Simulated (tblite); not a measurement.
A tight-binding relaxation on `C[N]([GeH3])N1CCCC1`.

Computed with GFN2-xTB geometry optimisation, gas phase (tblite 0.8.0). Start geometry: from a force field or distance geometry. The command runs a driver script over a list of jobs; the input below is this job's line of settings and its coordinates in Å.

Command:
```bash
OMP_NUM_THREADS=1 python probes_run.py task.json out
```

Input:
```
{"job": {"kind": "relax", "xc": "GFN2-xTB", "basis": "xTB"}, "charge": 0, "multiplicity": 1}
C      1.462500    -1.601500     0.076800
N      1.198500    -0.223700     0.306500
Ge     2.640500     0.902000     0.343100
N     -0.018700     0.292000     0.053200
C     -1.011500     0.174800     1.094900
C     -2.244500     0.732000     0.376000
C     -2.108800     0.024500    -0.964500
C     -0.599600     0.068300    -1.207900
H      0.718000    -2.130700    -0.549000
H      2.435400    -1.788000    -0.413200
H      1.499800    -2.181200     1.032300
H      3.245400     0.905100     1.773100
H      3.679200     0.559600    -0.717600
H      2.080600     2.350800     0.140300
H     -1.210100    -0.865900     1.335200
H     -0.751100     0.795000     1.994500
H     -2.094400     1.840000     0.267900
H     -3.178700     0.490700     0.898900
H     -2.384800    -1.031200    -0.836700
H     -2.662300     0.541200    -1.761000
H     -0.454000     0.961700    -1.867700
H     -0.251600    -0.796200    -1.776600
```

Output:
```
step      E/eV     max force
  0    -696.02254    2.545
  1    -696.25921    0.817
  2    -696.33975    0.519
  3    -696.37950    0.415
  4    -696.40763    0.390
  5    -696.42536    0.269
  6    -696.43323    0.169
  7    -696.43890    0.167
  8    -696.44414    0.198
  9    -696.44846    0.189
... (78 lines left out)
 88    -696.58934    0.016
 89    -696.58940    0.017
 90    -696.58946    0.031
 91    -696.58953    0.030
 92    -696.58958    0.017
 93    -696.58961    0.010
 94    -696.58964    0.015
 95    -696.58966    0.019
 96    -696.58969    0.015
 97    -696.58971    0.009
```

«max force» is the largest atomic force in eV/Å.

Problem. From which step on does the largest force stay under 0.1 eV/Å, and how much energy is left to gain from there?

Solution. From step 27 (0.095 eV/Å), 38.1 meV above the end.

In short: energy lowered by 13.1 kcal/mol over 97 steps; largest atomic force 0.009 eV/Å at the end.

Problem. How long does this job take on an Arm Neoverse N1 with one thread, shared host with 64 logical CPUs at a one-minute load of 31?

Solution. About 1.2 s.
Labels such as C1 count atoms from 1, the log's own numbers from 0.
